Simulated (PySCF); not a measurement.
C₄H₅ (SMILES C1[C@]2C[C@H]12), doublet, at a GFN2-xTB geometry. Base run: B3LYP/STO-3G in PySCF.

The PySCF input:
```python
from pyscf import gto, scf, dft

mol = gto.Mole()
mol.atom = '''
    C     0.036436    1.135232    0.300912
    C     0.063321   -1.140754    0.274404
    C     0.784348    0.013059   -0.325761
    C    -0.657227   -0.002615   -0.442038
    H    -0.059110    1.197184    1.381706
    H     0.070776    2.094855   -0.195781
    H    -0.030438   -1.230098    1.353436
    H     0.120179   -2.087472   -0.244492
    H    -1.462673   -0.004000   -1.139967
'''
mol.basis = 'sto-3g'
mol.charge = 0
mol.spin = 1
mol.verbose = 4
mol.build()

mf = dft.UKS(mol)
mf.xc = 'b3lyp'
mf.kernel()
mo_i, mo_e, stable_i, stable_e = mf.stability(internal=True, external=False, return_status=True, nroots=6, tol=1e-6)
print('internally stable:', stable_i, ' externally stable:', stable_e)
if not stable_i:
    umf = mf.copy()
    umf.scf_summary = {}
    umf.kernel(umf.make_rdm1(mo_i, mf.mo_occ))
mf.analyze()
```

The bond that is stretched is that between atoms 7 and 2. A test that says stable can miss a lower solution.

Variants of this job, named by their change:

```tsv
change	ΔE vs base (eV)	<S^2>	E after following the instability (Eh)	<S^2> there	stability test says	outcome
base	0.00	0.752	-	-	internally stable (external not tested)	converged
bond × 1.25	0.84	0.752	-	-	internally stable (external not tested)	converged
bond × 1.5	2.46	0.752	-	-	internally stable (external not tested)	converged
bond × 1.8	-	-	-	-	-	not converged
bond × 2.2	6.21	0.752	-153.14169	1.49	internal instability	converged
bond × 3.0	6.95	0.750	-153.12755	1.71	internal instability	converged
```

On stretching, the SCF can end on different states; <S^2> shows the spin contamination of each.
